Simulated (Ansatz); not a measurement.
Reactions of `O[CH2][GeH2][SiH3]`.

Computed with Ansatz on PBE0-D4/def2-TZVP structures; ΔE is electronic, products minus reactants. CBS: MP2 limit from def2 TZ/QZ plus the TZ coupled-cluster correction, frozen cores. This one scheme is used for every species. Elements past krypton have def2 core potentials. For Ge, Sb outer-core shells are correlated without core-valence functions, which leaves a few kJ/mol of doubt a bond. Scalar relativity is left out up to krypton. One conformer a species, not always the lowest.

Question: Order these by ΔE at CCSD(T)/CBS, lowest first. (An estimate is asked.)
A. `O[CH2][GeH2][SiH3]` → `C[SiH2][GeH2][OH]`
B. `O[CH2][GeH2][SiH3]` + `[CH3][SbH][OH]` → `[OH][SbH][CH2][SiH3]` + `O[CH2][GeH3]`
C. `O[CH2][GeH2][SiH3]` + H₂O → `[OH][GeH2][SiH3]` + CH₃OH
D. `O[CH2][GeH2][SiH3]` + silanol → `[SiH3][O][GeH2][SiH3]` + CH₃OH
E. `O[CH2][GeH2][SiH3]` → `O[CH]([SiH3])[GeH3]`
F. `O[CH2][GeH2][SiH3]` + H₂ → `O[CH2][GeH3]` + SiH₄

Answer: A (-33.2 kcal/mol), D (-14.2 kcal/mol), C (-8.9 kcal/mol), F (-0.7 kcal/mol), B (+2.5 kcal/mol), E (+6.4 kcal/mol).

Largest T1 diagnostic: 0.014, for `[OH][SbH][CH2][SiH3]`.
